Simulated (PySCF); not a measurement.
How the method changes the constants of BiO

State: ²Π (doublet), unpaired electrons π ↑. Set-up: basis Bi def2-SVP with ECP60, O def2-SVP; scalar-relativistic core potentials; PySCF 2.14. De refers to Bi + O in their high-spin ground configurations, without counterpoise correction. The functionals are run spin-unrestricted. A positive dipole means Bi(−)O(+). Levels whose curve was spin-contaminated or gave no clean fit are not listed.

| Level | Re (Å) | ωe (cm⁻¹) | De (eV) | μ (D) |
| --- | --- | --- | --- | --- |
| UHF | 1.886 | 879 | -1.29 | -5.04 |
| PBE | 1.968 | 716 | 3.94 | -3.56 |
| PBEsol | 1.956 | 733 | 4.22 | -3.52 |
| BLYP | 1.982 | 699 | 4.03 | -3.53 |
| B2PLYP | 1.986 | 655 | 3.31 | -4.62 |

Correlated steps freeze 5 core orbitals. These are scalar-relativistic numbers at best; spin–orbit coupling would shift them, the dissociation energy most. Counting both spins, an empty level lies below a filled one in some of these solutions, because spin and occupation are held. B2PLYP dipoles, levels and charges come from its SCF part alone. A negative De means that the minimum lies above the separated atoms at that level. The state was picked by a PBE0 search and need not be the measured ground state.

The whole job (state search and all levels along the bond) took about 2 min on 1 thread of Arm Neoverse V2 (shared host), peak memory 0.46 GiB.
